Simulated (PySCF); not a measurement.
Molecule: SMILES C#C[Si@H](OC)OC(C)=O, C₅H₈O₃Si.

Bonds (- single, = double, # triple, : aromatic): C1#C2, C2-Si3, Si3-O4, O4-C5, Si3-O6, O6-C7, C7-C8, C7=O9. C1 carries H10; Si3 carries H11; C5 carries H12, H13, H14; C8 carries H15, H16, H17. Stereochemistry as in C#C[Si@H](OC)OC(C)=O.

Frames of a GFN2-xTB Langevin trajectory at 300 K; GIAO PBE0/pcSseg-1 shieldings in PySCF 2.14, gas phase, non-relativistic; equivalent atoms averaged within each frame.

δ = σ(ref) − σ, references computed at the same level: 13C (σ = 186.93 ppm) and 29Si (σ = 349.16 ppm) and 1H (σ = 31.72 ppm) vs TMS; 17O (σ = 336.08 ppm) against H2O. The references are static minima.

How do the shifts (ppm) fluctuate along the trajectory?

## Answers


```tsv
time (fs)	C7	C1	C2	C5	C8	Si3	O9	O6	O4	H11
250	175.3	103.9	85.9	45.6	31.8	-53.9	470.4	248.0	31.4	5.57
425	183.0	97.3	92.7	49.6	27.8	-45.7	470.4	244.4	19.5	4.93
625	181.6	107.9	90.6	56.6	28.8	-43.5	502.3	247.2	21.8	4.67
800	182.2	110.7	89.2	58.4	21.4	-58.3	510.7	252.7	26.2	5.14
1000	184.1	104.7	92.9	48.9	26.2	-51.8	535.6	223.9	6.5	5.70
mean of frames	181.3	104.9	90.2	51.8	27.2	-50.6	497.9	243.3	21.1	5.20
standard deviation	3.4	5.0	2.9	5.5	3.8	6.0	27.9	11.2	9.3	0.43
```

5 frames give an uncertainty of the mean of about the standard deviation over 2.2 at best, since frames this close in time may not be independent; classical motion lacks zero-point vibration, and the reference would need the same averaging.
